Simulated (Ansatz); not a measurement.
Geometry optimisation, Ansatz, UKS PBE/def2-SVP.

Input:

```yaml
crystal:
  periodic: [false, false, false]
  atoms:
    - { symbol: Ga, position_ang: [0.015183, -0.027972, -0.086909] }
    - { symbol: H, position_ang: [0.05114, -0.127987, 1.490362] }
    - { symbol: H, position_ang: [1.3822, 0.035787, -0.887049] }
    - { symbol: H, position_ang: [-1.388135, 0.036369, -0.820374] }
    - { symbol: H, position_ang: [-0.060388, 0.083803, 3.333969] }
magnetization:
  spin_polarized: true
  initial_magnetization: 1
basis:
  gaussian: { orbitals: def2-SVP }
hamiltonian:
  xc: pbe
relax:
  f_tol: 0.03
  max_steps: 50
```

Launched with:

```bash
$ ansatz run input.yaml --threads 1 --pin off --max-ram 2048MiB --backend cpu --events-out ev --progress --plain --runs-dir out
```

**Question.** Where does it end, and by what steps?

**Answer.** The forces met the threshold. The force dipped under the threshold on the way, but the program's further checks kept it going. After 23 steps the energy has fallen by 1.110 eV; H5 moved furthest, 1.44 Å. Parted: Ga1–H2 (1.58 → 2.19 Å). Joined: H2–H5 (1.86 → 0.78 Å).

| step | energy less start (eV) | largest force component (eV/Å) | accepted |
| --- | --- | --- | --- |
| 0 | 0.0000 | 0.228 | yes |
| 1 | -0.0029 | 0.054 | yes |
| 2 | -0.0036 | 0.034 | yes |
| 3 | -0.0267 | 0.263 | yes |
| 4 | -0.1272 | 0.720 | yes |
| 5 | -0.3717 | 1.606 | yes |
| 6 | -0.0615 | 7.028 | no |
| 7 | -0.5698 | 1.278 | yes |
| 8 | -0.6795 | 1.039 | yes |
| 9 | -0.8270 | 0.789 | yes |
| 10 | -0.9416 | 0.293 | yes |
| 11 | -0.9568 | 0.666 | yes |
| 12 | -0.9906 | 0.629 | yes |
| 13 | -1.0036 | 0.186 | yes |
| 14 | -1.0079 | 0.030 | yes |
| 15 | -1.0159 | 0.184 | yes |
| 16 | -1.0307 | 0.333 | yes |
| 17 | -1.0534 | 0.164 | yes |
| 18 | -1.0710 | 0.732 | yes |
| 19 | -1.1014 | 0.330 | yes |
| 20 | -1.0820 | 0.263 | no |
| 21 | -1.1091 | 0.203 | yes |
| 22 | -1.1102 | 0.037 | yes |
| 23 | -1.1102 | 0.005 | yes |

```xyz
5
Properties=species:S:1:pos:R:3
Ga -0.001 0.494 -0.191
H -0.003 0.406 1.997
H 1.405 -0.250 -0.370
H -1.396 -0.271 -0.373
H -0.005 -0.378 1.967
```

The run took 34 s on 1 thread of Arm Neoverse V1, on a shared host, peak memory 0.11 GiB.
